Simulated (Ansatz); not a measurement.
Gas-phase electronic energies from Ansatz, PBE0-D4/def2-TZVP geometries. CBS: MP2 limit from def2 TZ/QZ plus the TZ coupled-cluster correction, frozen cores. This one scheme is used for every species. Functionals use def2-TZVPP. Triplets are unrestricted, without spin–orbit coupling. def2 core potentials past Kr. For W outer-core shells are correlated without core-valence functions, which leaves a few kJ/mol of doubt a bond. Each species was taken in one conformer, which may not be the lowest.

`C[O][W](=[NH])(=[NH])[Cl]` → `[CH2]` (triplet) + `[NH]=[W](=[NH])([OH])[Cl]`  (formal loss of a carbene)

`C[O][W](=[NH])(=[NH])[Cl]`:

Z-matrix (Å, degrees):
```
C
W 1 3.046
O 1 1.404 2 24.9
H 1 1.093 2 124.9 3 54.9
H 1 1.094 2 87.0 3 166.4
H 1 1.094 2 114.6 3 -83.7
N 2 1.745 1 117.2 3 66.6
N 2 1.747 1 89.1 3 179.8
Cl 2 2.295 1 120.4 3 -69.4
H 7 1.007 2 159.9 1 99.6
H 8 1.009 2 152.9 1 -123.2
```

`[CH2]` (triplet):

Z-matrix (Å, degrees):
```
C
H 1 1.079
H 1 1.079 2 134.9
```

`[NH]=[W](=[NH])([OH])[Cl]`:

Z-matrix (Å, degrees):
```
W
N 1 1.743
O 1 1.893 2 107.4
N 1 1.745 2 111.3 3 118.6
Cl 1 2.290 2 108.4 3 -122.8
H 2 1.007 1 157.7 3 -121.7
H 3 0.960 1 120.6 2 136.9
H 4 1.008 1 154.2 2 4.2
```

```csv
level,ΔE (kcal/mol)
revPBE,87.8
CCSD/CBS(def2),90.1
```

Task: What does CCSD(T)/CBS give? (Estimate.)

Result: The calculation gave: +93.0 kcal/mol. The listed levels differ from it by -5.2, -2.9 kcal/mol.

Largest T1 diagnostic among the species: 0.020.

In def2-TZVPP, CCSD(T) changes the Hartree–Fock value by +31.0 kcal/mol (the triples alone add +2.8 kcal/mol) and MP2 by +33.4 kcal/mol. Leaving LDA and LC-ωPBE aside and taking each functional with its dispersion term where it has one, the values, not all of them listed here, spread over 9.5 kcal/mol, from r2SCAN0-D4 to ωB97X-V. LDA lies +16.9 kcal/mol from PBE without D4.
